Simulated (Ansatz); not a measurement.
An input meant for GeMe2H2 (C2H8Ge) (charge 0, singlet).

A further run on GeMe2H2 (C₂H₈Ge).

```yaml
crystal:
  periodic: [false, false, false]
  atoms:
    - {symbol: Ge, position_ang: [-0.629506, -0.003343, -0.447557]}
    - {symbol: C, position_ang: [-0.650488, -0.001025, 1.522246]}
    - {symbol: H, position_ang: [-1.690577, 0.003689, 1.902706]}
    - {symbol: H, position_ang: [-0.130218, 0.896521, 1.911398]}
    - {symbol: H, position_ang: [-0.137516, -0.901774, 1.913628]}
    - {symbol: C, position_ang: [1.224074, 0.004141, -1.114450]}
    - {symbol: H, position_ang: [1.241757, 0.001488, -2.221800]}
    - {symbol: H, position_ang: [1.766706, -0.891547, -0.752526]}
    - {symbol: H, position_ang: [1.758042, 0.906732, -0.756862]}
    - {symbol: H, position_ang: [-1.381964, 1.251926, -0.979961]}
    - {symbol: H, position_ang: [-1.370322, -1.266819, -0.976824]}
basis:
  gaussian: {orbitals: def2-mTZVP, fitting: {mean_field: cc-pVTZ-jkfit}}
magnetization: {spin_polarized: true, initial_magnetization: 0}
hamiltonian: {xc: {name: HF}}
correlation: {active_space: {window: {electrons: 2, orbitals: 1}}}
scf: {lower_state_search: off}
output: {forces: true}
```

```sh
$ ansatz run in.yaml --threads 4 --pin off --events-out ev --progress --plain --max-ram 3916MiB
```

It prints (some lines left out):

```
Error: invalid value for `correlation.active_space`: it starts from restricted Hartree–Fock orbitals; set hamiltonian.xc: hf without magnetization.spin_polarized
```
